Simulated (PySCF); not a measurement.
SbF2, SMILES [Sb]([F])[F], multiplicity 2. Coordinates come from a B3LYP-D3(BJ)/def2-TZVP optimisation. The spin state was assumed, not searched. The isomer is the one that the SMILES or the coordinates give; other isomers of the formula were not compared. The def2 effective core potentials stand for the cores of Sb; spin–orbit coupling is left out.

These are PySCF with B3LYP-D3(BJ)/def2-TZVP values and carry that method's errors.

Harmonic wavenumbers (cm⁻¹): 199, 602, 621. Rotational constants (GHz): 10.43, 6.599, 4.041; symmetry number 2.

Task: Work out the zero-point energy and the ideal-gas rigid-rotor harmonic-oscillator thermochemistry at 298.15 K and 1 atm.

Result: ZPE = ½ Σ hcν = ½ × 1422 cm⁻¹ = 2.03 kcal/mol. H − E(el) = 4.95 kcal/mol. Entropy in cal/(mol K): translation 41.11, rotation 23.18, vibration 3.00, spin 1.38, total 68.68. G − E(el) = -15.53 kcal/mol. Cp = 11.81 cal/(mol K).
